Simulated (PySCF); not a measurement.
Gas-phase reaction: Ge2H6 + C3H6 (propylene) → 2 GeH4 + C3H4 (allene)

Computed with PySCF and rigid-rotor harmonic-oscillator thermochemistry at 1 bar. † marks an energy on the PBE0/def2-TZVP geometry and frequencies; other levels use their own. MP2 and CCSD(T) freeze the core. All species are closed-shell singlets. Ge: all electrons, no relativistic terms. MP2 isn't extrapolated to the basis-set limit; its ΔH°(298 K) is 188.9 kJ in def2-SVP and 194.2 kJ in def2-TZVPP. CCSD(T) isn't extrapolated to the basis-set limit; its ΔH°(298 K) is 177.3 kJ in def2-SVP and 183.6 kJ in def2-TZVPP. The harmonic model lacks anharmonicity and excited electronic states, which grow with temperature; levels with a mode under 35 cm⁻¹ are left out. Internal rotation in Ge2H6, C3H6 (propylene) is treated as a harmonic vibration of one conformer, which makes the entropy rough.

| level | ΔE electronic, kJ | ΔH°(298 K), kJ | ΔS°(298 K), J/K | ΔG°(2500 K), kJ |
|---|---|---|---|---|
| BLYP/def2-TZVP† | 171 | 145 | 113 | -119 |
| CCSD(T)/def2-TZVPP† | 210 | 184 | 113 | -80 |
| MP2/def2-TZVPP† | 220 | 194 | 113 | -69 |
| PBE0/def2-TZVP | 216 | 190 | 113 | -74 |
| r2SCAN/def2-TZVP† | 207 | 181 | 113 | -83 |
ΔH° is lowest at BLYP/def2-TZVP† and highest at MP2/def2-TZVPP†. No reference value is set beside these.
